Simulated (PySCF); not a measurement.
## Two-component Hartree-Fock for Nd⁴¹⁺ (neodymium, charge +41)

Start: [Ar] 3d1; 3d3/2 filled at m_j = +3/2. Calculated with PySCF 2.14 in an uncontracted even-tempered set (16 s from 8.9 bohr⁻², ratio 2.8; 12 p from 12 bohr⁻², ratio 2.8; 8 d from 12 bohr⁻², ratio 2.8; 3 f from 35 bohr⁻², ratio 3): generalised Hartree-Fock with the X2C-1e Hamiltonian and a Gaussian nucleus; one run each with spin-orbit coupling (SO) switched off, then screened by Boettger's factors.

```csv
spinor shell,electrons,"ε, spin-free (eV)","ε, screened SO (eV)",weight of nominal j (screened SO),"rms radius, screened SO (bohr)"
1s1/2,2,-46161.3,-46154.1,1.000,0.0269
2s1/2,2,-9499.0,-9496.4,1.000,0.108
2p1/2,2,-8742.7,-9115.6,1.000,0.0927
2p3/2,4,-8742.7,-8578.6,1.000,0.0983
3s1/2,2,-3559.1,-3558.3,1.000,0.266
3p1/2,2,-3312.7,-3406.2,1.000,0.255
3p3/2,4,-3312.7,-3271.0,1.000,0.266
3d3/2,1,-3064.7,-3081.6,1.000,0.229
```

| quantity | spin-free | screened SO |
| --- | --- | --- |
| E (hartree) | -8215.33037 | -8220.68417 |
| M_J | 3/2 | 3/2 |
| ⟨J²⟩ | 3.962 | 3.750 |
| ⟨L²⟩ | 6.001 | 6.023 |
| ⟨S²⟩ | 0.750 | 0.773 |

Each row is a mean over spinors that exchange with the open shell spreads, by up to 19.544 eV (3p1/2).

Breit and QED terms are absent; they matter most for the inner s and p1/2 levels.

Densities and radii are taken from the X2C orbitals without a picture-change correction, which distorts them close to the nucleus.

Without spin-orbit coupling the j labels of p, d and f shells carry no meaning; the spin-free column gives the mean over the occupied spinors of each nl shell, and its ⟨J²⟩ belongs to a mixture of degenerate components.
